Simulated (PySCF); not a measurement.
## UHF on Cl (chlorine, neutral)

Configuration: [Ne] 3s1 3p6, 2S determinant (an excited configuration). Calculation: PySCF 2.14, in aug-cc-pV(Q+d)Z (7s6p5d3f2g, 89 functions); no relativity, point nucleus.

- Total energy: -458.922828 hartree
- One-electron energy: -633.4491 hartree
- Hartree (Coulomb) energy: 201.8491 hartree
- Exchange energy: -27.3229 hartree
- Kinetic energy: 458.94040 hartree
- ⟨S²⟩: 0.7799
- ⟨L²⟩: 0.000
- Sum of ⟨r⟩: 16.10 bohr
- Sum of ⟨r²⟩: 28.98 bohr²
- Density at the nucleus (Gaussians lack the cusp): 3180 bohr⁻³
- Spin density at the nucleus: 11.2 bohr⁻³
- Langevin diamagnetic susceptibility: -23.0 ×10⁻⁶ cm³/mol

```json
{"shell": "1s α", "electrons": "1", "mean orbital energy (hartree)": "-104.97550", "rms radius, mean of both spins (bohr)": "0.106"}
{"shell": "1s β", "electrons": "1", "mean orbital energy (hartree)": "-104.94709", "rms radius, mean of both spins (bohr)": "0.106"}
{"shell": "2s α", "electrons": "1", "mean orbital energy (hartree)": "-10.69603", "rms radius, mean of both spins (bohr)": "0.481"}
{"shell": "2s β", "electrons": "1", "mean orbital energy (hartree)": "-10.64606", "rms radius, mean of both spins (bohr)": "0.481"}
{"shell": "2p α", "electrons": "3", "mean orbital energy (hartree)": "-8.16511", "rms radius, mean of both spins (bohr)": "0.451"}
{"shell": "2p β", "electrons": "3", "mean orbital energy (hartree)": "-8.13745", "rms radius, mean of both spins (bohr)": "0.451"}
{"shell": "3s α", "electrons": "1", "mean orbital energy (hartree)": "-1.19454", "rms radius, mean of both spins (bohr)": "1.64"}
{"shell": "3p α", "electrons": "3", "mean orbital energy (hartree)": "-0.57590", "rms radius, mean of both spins (bohr)": "2.02"}
{"shell": "3p β", "electrons": "3", "mean orbital energy (hartree)": "-0.43400", "rms radius, mean of both spins (bohr)": "2.02"}
```
